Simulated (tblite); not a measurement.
Species: C₆H₁₆BP.
SMILES with atom numbers: `[CH3:1][B-:2]([CH3:3])([CH3:4])[PH+:5]1[CH2:6][CH2:7][CH2:8]1` (hydrogens: H9, H10, H11 on C1; H12, H13, H14 on C3; H15, H16, H17 on C4; H18 on P5; H19, H20 on C6; H21, H22 on C7; H23, H24 on C8)

Computed with GFN2-xTB (tblite), gas phase: L-BFGS steps from a force-field or distance-geometry start until the largest atomic force falls under 0.01 eV/Å.

At the end of the run (lengths in Å): B2–P5 2.015, P5–C8 1.859, P5–C6 1.856, C4–H16 1.091, C3–H13 1.088, B2–C3 1.625, C7–H21 1.090, B2–P5–C8 127.7°, B2–P5–C6 124.2°, C1–B2–C4 114.5°, C1–B2–C3 114.5°, C1–B2–P5–C6 -172°, B2–P5–C6–C7 142°, P5–C6–C7–C8 -18°, H23–C8–P5–B2 101°, H19–C6–P5–B2 28°.

**Question.** These geometries were met on the way; a selection of coordinates is given. Order them by energy above the end point, lowest first.
A. B2–P5 1.917, P5–C8 1.812, P5–C6 1.810, C4–H16 1.130, C3–H13 1.125, B2–C3 1.593, C7–H21 1.118, B2–P5–C8 116.0°, B2–P5–C6 113.8°, C1–B2–C4 109.7°, C1–B2–C3 110.2°, C1–B2–P5–C6 -171°, B2–P5–C6–C7 112°, P5–C6–C7–C8 1°, H23–C8–P5–B2 135°, H19–C6–P5–B2 -4°
B. B2–P5 1.917, P5–C8 1.859, P5–C6 1.857, C4–H16 1.081, C3–H13 1.084, B2–C3 1.616, C7–H21 1.091, B2–P5–C8 116.7°, B2–P5–C6 115.2°, C1–B2–C4 111.1°, C1–B2–C3 111.2°, C1–B2–P5–C6 -172°, B2–P5–C6–C7 111°, P5–C6–C7–C8 3°, H23–C8–P5–B2 134°, H19–C6–P5–B2 -4°
C. B2–P5 1.949, P5–C8 1.851, P5–C6 1.848, C4–H16 1.086, C3–H13 1.082, B2–C3 1.604, C7–H21 1.086, B2–P5–C8 118.3°, B2–P5–C6 117.3°, C1–B2–C4 113.1°, C1–B2–C3 113.2°, C1–B2–P5–C6 -173°, B2–P5–C6–C7 112°, P5–C6–C7–C8 5°, H23–C8–P5–B2 131°, H19–C6–P5–B2 -5°
D. B2–P5 1.952, P5–C8 1.852, P5–C6 1.851, C4–H16 1.091, C3–H13 1.088, B2–C3 1.634, C7–H21 1.089, B2–P5–C8 118.9°, B2–P5–C6 117.4°, C1–B2–C4 112.6°, C1–B2–C3 112.9°, C1–B2–P5–C6 -174°, B2–P5–C6–C7 113°, P5–C6–C7–C8 5°, H23–C8–P5–B2 130°, H19–C6–P5–B2 -4°
E. B2–P5 2.021, P5–C8 1.857, P5–C6 1.855, C4–H16 1.090, C3–H13 1.088, B2–C3 1.626, C7–H21 1.089, B2–P5–C8 119.5°, B2–P5–C6 118.3°, C1–B2–C4 114.2°, C1–B2–C3 114.9°, C1–B2–P5–C6 -173°, B2–P5–C6–C7 113°, P5–C6–C7–C8 5°, H23–C8–P5–B2 130°, H19–C6–P5–B2 -3°

**Answer.** E (0.058 eV), D (0.096 eV), C (0.160 eV), B (0.313 eV), A (0.647 eV).

| step | E above end (eV) | rms distance from the end, all atoms (Å) | largest force (eV/Å) | rms shift of all bonds from the end (Å) |
| --- | --- | --- | --- | --- |
| 17 | 0.058 | 0.427 | 0.078 | 0.002 |
| 9 | 0.096 | 0.434 | 0.322 | 0.014 |
| 5 | 0.160 | 0.436 | 0.405 | 0.016 |
| 2 | 0.313 | 0.443 | 0.558 | 0.021 |
| 0 | 0.647 | 0.447 | 1.942 | 0.032 |

Rows stand in the order of the answer.
